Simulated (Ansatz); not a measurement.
`C[SiH]1CN1` → `C[SiH2]C=N`  (isomerisation)

Program: Ansatz. Geometries: PBE0-D4/def2-TZVP. ΔE: electronic, gas phase. CCSD(T)/CBS adds triple-zeta CCSD(T) − MP2 to the extrapolated MP2 energy (def2 sets, frozen cores). Each species was taken in one conformer, which may not be the lowest.

`C[SiH]1CN1`:

Z-matrix (Å, degrees):
```
C
Si 1 1.860
H 1 1.093 2 111.0
H 1 1.092 2 110.6 3 120.4
H 1 1.093 2 110.7 3 -119.5
C 2 1.828 1 120.1 3 -141.5
N 2 1.720 1 122.2 3 -82.5
H 2 1.481 1 112.8 3 61.8
H 6 1.087 2 124.8 1 -150.7
H 6 1.090 2 117.2 1 1.3
H 7 1.009 2 126.3 1 3.6
```

`C[SiH2]C=N`:

Z-matrix (Å, degrees):
```
C
Si 1 1.869
H 1 1.092 2 110.7
H 1 1.092 2 110.9 3 120.2
H 1 1.093 2 110.8 3 -119.7
C 2 1.892 1 111.1 3 179.8
H 2 1.490 1 109.9 3 59.1
H 2 1.490 1 111.5 3 -62.1
N 6 1.271 2 126.2 1 119.8
H 6 1.099 2 118.5 1 -59.6
H 9 1.024 6 110.9 2 0.7
```

```csv
species,MP2/def2-SVP energy (Eh)
`C[SiH]1CN1`,-423.51442
`C[SiH2]C=N`,-423.52053
```

Question: Work out ΔE.

Answer: ΔE = (-423.52053) − (-423.51442) = -0.00611 Eh = -0.17 eV. CCSD(T)/CBS gives -0.04 eV.

Question: What do rigid-rotor, harmonic-oscillator terms from PBE0-D4/def2-TZVP frequencies (298.15 K, 1 bar) make of the CCSD(T)/CBS value? (Estimate.)

Answer: The calculation gave: ΔZPE = -0.08 eV, ΔH = -0.10 eV, ΔS = 17 J/(mol·K), ΔG = -0.15 eV.

Largest T1 diagnostic among the species: 0.012.

At CCSD(T), def2-SVP lies −0.27 eV from the extrapolated value and def2-TZVPP −0.06 eV. From r2SCAN to r2SCAN0 (25 % exact exchange), in def2-TZVPP and without D4, ΔE moves by +0.05 eV. In def2-TZVPP, CCSD(T) changes the Hartree–Fock value by +0.20 eV (the triples alone add +0.00 eV) and MP2 by +0.35 eV.
